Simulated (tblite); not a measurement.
Species: C6H11NOSi.
Geometry (GFN2-xTB, Å), atoms numbered from 1 in this order:
```xyz
20
C6H11NOSi angstrom
C      1.2504    1.4865    0.1494
C      0.6350    0.2515   -0.5072
Si     1.6701   -1.3133   -0.1073
C     -0.8574    0.0928   -0.1618
C     -1.1423   -0.2424    1.3078
C     -1.5579    1.3170   -0.5031
N     -2.0972    2.2867   -0.7788
C     -1.5038   -0.9624   -1.0473
O     -0.9663   -1.5111   -1.9632
H      0.6958    2.3896   -0.1047
H      2.2745    1.6119   -0.1954
H      1.2753    1.3923    1.2332
H      0.6758    0.4045   -1.5919
H      2.8591   -1.2640   -0.9538
H      0.9158   -2.5455   -0.3144
H      2.0612   -1.2353    1.3056
H     -0.7324    0.5270    1.9566
H     -0.6908   -1.1981    1.5637
H     -2.2154   -0.2993    1.4840
H     -2.5548   -1.1778   -0.7745
```

Method: GFN2-xTB as coded in tblite; computed harmonic values from a numerical Hessian at the method's own geometry, unscaled. Against measured fundamentals such values can be off by several per cent, at times by over 20. Modes of hydrogen on silicon can be 10 to 20 % off. One conformer, not necessarily the lowest.

Harmonic wavenumbers (cm⁻¹): 47.5, 64.3, 99.0, 131.5, 161.3, 173.8, 201.6, 216.5, 232.2, 282.2, 303.8, 345.0, 405.6, 489.5, 503.8, 561.7, 572.9, 617.5, 689.7, 768.1, 790.0, 798.1, 807.9, 887.9, 935.2, 961.9, 1006.8, 1048.8, 1097.2, 1136.8, 1163.9, 1193.9, 1258.2, 1318.7, 1369.3, 1401.5, 1424.2, 1479.7, 1487.6, 1507.6, 1511.2, 1790.4, 2232.8, 2296.0, 2305.0, 2393.2, 2772.2, 2931.3, 3011.4, 3024.1, 3027.0, 3037.4, 3039.6, 3053.0.

A = 1785, B = 1160, C = 916.5 MHz; mass 141.061 u (most abundant isotopes); point group C1, symmetry number 1.

Zero-point energy?

½Σν̃ = 33184 cm⁻¹ = 396.97 kJ/mol.

What is S at 200 K and 1 bar for an ideal gas of classical rigid rotors and harmonic oscillators?

Translation 162.28, rotation 118.52, vibration 100.48: S = 381.3 J/(mol K).

And Cp and H(200 K) − H(0)?

Cp = 142.71 J/(mol K), of which vibrations give 109.46 (their classical limit is 54 R = 449.0); H(200 K) − H(0) = 17.84 kJ/mol without the zero-point energy, 11.19 from vibrations.

Blend soft modes into free rotors: weight 1/[1 + (100 cm⁻¹/ν̃)⁴] for the oscillator and the rest for a rotor with moment μB/(μ + B), μ = h/(8π²ν), B = 10⁻⁴⁴ kg m². What vibrational entropy results?

94.51 J/(mol K) in place of 100.48, which changes −T·S at 200 K by +1.19 kJ/mol.

Which modes carry the vibrational entropy at 200 K?

47.5 cm⁻¹: 17.28; 64.3 cm⁻¹: 14.80; 99.0 cm⁻¹: 11.31; 131.5 cm⁻¹: 9.08; 161.3 cm⁻¹: 7.53; 173.8 cm⁻¹: 6.98 J/(mol K); the other 48 give 33.50 together.

How do the functions run with temperature in this model?

```tsv
T (K)	S (J/(mol K))	Cp (J/(mol K))	H − H(0) (kJ/mol)	G − H(0) (kJ/mol)	ln q(vib)
50	249.4	59.4	2.16	-10.31	0.57
100	301.1	92.5	5.99	-24.13	2.02
298.15	446.6	186.8	34.04	-99.11	8.61
373.15	491.9	217.8	49.23	-134.33	11.03
500	562.1	262.6	79.80	-201.26	14.97
750	681.6	326.6	154.01	-357.19	22.22
1000	781.8	369.4	241.35	-540.46	28.79
```

q(vib) and H(0) count from the zero-point level.

Hindered rotation and anharmonicity are outside this model. Other conformers, if any are populated, would add a mixing term that is left out. The structure is chiral; the term R ln 2 for an equal mix with its mirror image is left out.
